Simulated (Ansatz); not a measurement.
Computed with Ansatz on PBE0-D4/def2-TZVP structures; ΔE is electronic, products minus reactants. CCSD(T)/CBS adds triple-zeta CCSD(T) − MP2 to the extrapolated MP2 energy (def2 sets, frozen cores). DFT in def2-TZVPP. Elements past krypton have def2 core potentials. For Ge, I outer-core shells are correlated without core-valence functions, which leaves a few kJ/mol of doubt a bond. Scalar relativity is left out up to krypton. One conformer a species, not always the lowest.

Reaction (formal exchange of groups at a C–Ge bond): `[OH][GeH]([F])[CH2]Cl` + `CI` → `ClCCI` + `[OH][GeH2][F]`

```tsv
level	ΔE (eV)
PBE-D4	0.16
PBE0-D4	0.16
B2PLYP	0.17
HF/def2-TZVPP	0.16
SCS-MP2/def2-TZVPP	0.15
CCSD/def2-TZVPP	0.18
MP2/CBS(def2)	0.15
CCSD/CBS(def2)	0.18
```

(1) What does CCSD(T)/CBS give? (Best estimate.)

Largest T1 diagnostic among the species: 0.012.

Answers

(1) Computed: +0.17 eV. The listed levels differ from it by -0.01, -0.01, 0.00, -0.01, -0.02, 0.01, -0.02, 0.01 eV.
